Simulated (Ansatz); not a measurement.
Geometry optimisation, Ansatz 0.2.0, RKS PBE0-D4/def2-SVP.

input.yaml

```yaml
crystal:
  periodic: [false, false, false]
  atoms:
    - { symbol: Si, position_ang: [0.433886, -0.374116, -0.412024] }
    - { symbol: Cl, position_ang: [-0.922211, -0.481819, 2.63944] }
    - { symbol: H, position_ang: [0.884608, -0.286635, -1.819787] }
    - { symbol: H, position_ang: [0.331217, 0.954258, 0.242214] }
    - { symbol: O, position_ang: [-0.954735, -1.254445, -0.408548] }
    - { symbol: H, position_ang: [-1.388848, -1.304168, 0.454006] }
    - { symbol: Br, position_ang: [2.127642, -1.465691, 0.687034] }
    - { symbol: H, position_ang: [0.281241, -1.054384, 2.675965] }
basis:
  gaussian: { orbitals: def2-SVP }
hamiltonian:
  xc: pbe0
  dispersion: d4
relax:
  f_tol: 0.03
  max_steps: 50
output:
  orbitals: {}
```

Launched with:

```bash
$ ansatz run input.yaml --threads 2 --pin off --max-ram 3072MiB --backend cpu --events-out ev --progress --plain --runs-dir out
```

Where does it end, and by what steps?

The forces met the threshold. After 10 steps the energy has fallen by 0.100 eV; Cl2 moved furthest, 0.44 Å.

| step | energy less start (eV) | largest force component (eV/Å) | accepted |
| --- | --- | --- | --- |
| 0 | 0.0000 | 0.904 | yes |
| 1 | -0.0488 | 1.019 | yes |
| 2 | -0.0767 | 0.580 | yes |
| 3 | -0.0847 | 0.230 | yes |
| 4 | -0.0695 | 1.014 | no |
| 5 | -0.0920 | 0.462 | yes |
| 6 | -0.0936 | 0.209 | yes |
| 7 | -0.0960 | 0.095 | yes |
| 8 | -0.0961 | 0.285 | yes |
| 9 | -0.0993 | 0.083 | yes |
| 10 | -0.1000 | 0.017 | yes |

```xyz
8
Properties=species:S:1:pos:R:3
Si 0.469 -0.341 -0.492
Cl -0.985 -0.833 2.901
H 0.922 -0.490 -1.894
H 0.412 1.076 -0.045
O -0.960 -1.138 -0.338
H -1.359 -1.127 0.544
Br 2.055 -1.288 0.809
H 0.238 -1.126 2.572
```

Whether the end is a true minimum wasn't checked by a vibrational analysis.

The run took 30 s on 2 threads of AMD EPYC 7B13 (Zen 3), with other jobs on the host, peak memory 0.26 GiB.
